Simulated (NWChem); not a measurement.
**Atomisation of H2B**

```xyz
3

B      0.0000     0.0000    -0.1485
H      1.0965     0.0000     0.3711
H     -1.0965     0.0000     0.3711
```
Charge 0, spin multiplicity 2.

The numbers come from NWChem runs, not from measurements. All single points use one geometry, from UPBE/def2-SVP, a minimum by its harmonic frequencies.

Basis set: def2-QZVP. The atomisation energy is electronic alone: no zero-point, thermal, spin-orbit or counterpoise terms. No value is extrapolated to the basis-set limit. Free atoms are single determinants with multiplicities B 2, H 2. Correlated methods freeze the same cores in atoms and molecule, 1 orbitals in all.

The correlated methods keep 1 core orbital frozen. The structure started from a generated list of species. The unpaired electrons of the parent sit in orbitals of symmetry a1 (C2v labels of the run); other states weren't searched. The stability of the SCF solutions was not checked. Open-shell Hartree-Fock references start from PBE0 orbitals.

### Question
For the atomisation energy, HF gives 143.3 kcal/mol and BP86 gives 176.6 kcal/mol. What do LDA (SVWN5), MP2, PBE give?

### Answer
LDA (SVWN5): 187.2 kcal/mol; MP2: 168.9 kcal/mol; PBE: 171.6 kcal/mol.
